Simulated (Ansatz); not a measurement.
Calculated with Ansatz (gas phase, PBE0-D4/def2-TZVP geometries, no zero-point term in ΔE). CBS: MP2 limit from def2 TZ/QZ plus the TZ coupled-cluster correction, frozen cores. This one scheme is used for every species. DFT in def2-TZVPP. B3LYP here is the variant with VWN-RPA as its local correlation; programs differ in this. Triplets are unrestricted, without spin–orbit coupling. One conformer a species, not always the lowest.

`CC(C)N[SiH3]` → `[CH2]` (triplet) + `CCN[SiH3]`  (formal loss of a carbene)

```json
{"level": "LDA (SPW92)", "ΔE (kJ/mol)": "520.7"}
{"level": "BLYP-D4", "ΔE (kJ/mol)": "434.1"}
{"level": "B3LYP-D4", "ΔE (kJ/mol)": "434.5"}
{"level": "r2SCAN", "ΔE (kJ/mol)": "418.9"}
{"level": "BHLYP", "ΔE (kJ/mol)": "412.6"}
{"level": "RPA@PBE/def2-TZVPP", "ΔE (kJ/mol)": "427.6"}
{"level": "SCS-MP2/def2-QZVPP", "ΔE (kJ/mol)": "454.4"}
{"level": "MP2/CBS(def2)", "ΔE (kJ/mol)": "459.9"}
```

Problem. What does CCSD(T)/CBS give? (An estimate is asked.)

Solution. Computed: +445.8 kJ/mol. The listed levels differ from it by 74.9, -11.7, -11.3, -26.9, -33.2, -18.2, 8.6, 14.1 kJ/mol.

Problem. What do rigid-rotor, harmonic-oscillator terms from PBE0-D4/def2-TZVP frequencies (298.15 K, 1 bar) make of the CCSD(T)/CBS value? (Best estimate.)

Solution. Ansatz gave: ΔZPE = -28.5 kJ/mol, ΔH = +424.4 kJ/mol, ΔS = 173 J/(mol·K), ΔG = +372.8 kJ/mol. Open shells count their whole term as degenerate.

Largest T1 diagnostic among the species: 0.011.

The D4 term adds +15.2 kJ/mol with B3LYP and +8.2 kJ/mol with PBE0; it sums over pairs of atoms, weighted by their polarisabilities, and B3LYP, whose exchange is more repulsive, gets the larger term. From PBE to PBE0 (25 % exact exchange), in def2-TZVPP and without D4, ΔE moves by −6.5 kJ/mol.

CCSD(T)/CBS has its own doubt, a few kJ/mol and more with outer-core shells, so smaller differences from it don't rank the levels.
